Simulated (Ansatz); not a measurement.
The first iterations of a band of BrH + Cl3FGe (7 atoms, charge 0, multiplicity 1).

Computed with RKS B3LYP/def2-SVP in Ansatz 0.2.0.

```json
{"movable images": "7", "climbing image": "from the first iteration", "spring": "5.0 eV/Å²", "optimiser": "lbfgs", "start path": "through a guess of the saddle point", "force threshold": "0.05 eV/Å", "iteration limit": "60", "end points": "relaxed"}
```

First end point:

```xyz
7
Properties=species:S:1:pos:R:3
Ge 0.339 0.002 -0.466
F -0.326 0.000 1.142
Cl 2.460 -0.003 -0.256
Cl -0.365 1.765 -1.435
Cl -0.360 -1.764 -1.434
Br -3.395 0.000 2.849
H -2.098 0.000 2.240
```

Last end point:

```xyz
7
Properties=species:S:1:pos:R:3
Ge -0.495 -0.005 -0.745
F -0.229 0.019 3.464
Cl 1.317 -0.007 0.396
Cl -0.587 1.752 -1.973
Cl -0.585 -1.755 -1.983
Br -2.310 -0.011 0.701
H -0.857 0.008 2.781
```

| iteration | highest image above the first end (eV) | largest band force component (eV/Å) |
| --- | --- | --- |
| 1 | 3.056 | 4.334 |
| 2 | 2.657 | 2.197 |
| 3 | 2.098 | 2.010 |
| 4 | 1.520 | 2.848 |
| 5 | 1.482 | 1.413 |
| 6 | 1.441 | 1.125 |
| 7 | 1.341 | 1.110 |
| 8 | 1.272 | 1.849 |
| 9 | 1.267 | 0.601 |
| 10 | 1.262 | 0.633 |
| 11 | 1.258 | 0.342 |
| 12 | 1.247 | 1.160 |
| 13 | 1.245 | 0.384 |

Q: Does the band converge within its limit, and where does its top end?

A: The forces met the threshold. It ended after 39 iterations with the highest image 1.213 eV above the first end. Another band between the same ends (7 images) ends at a top of the same energy, where a vibrational analysis finds 1 clearly imaginary mode. The orbitals stay closed-shell, which can raise the energy where a bond breaks towards radicals; this wasn't checked here.

Run time: 8.8 min on 4 threads of Intel(R) Xeon(R) 6975P-C (Granite Rapids), with other jobs on the host, peak memory 0.48 GiB.
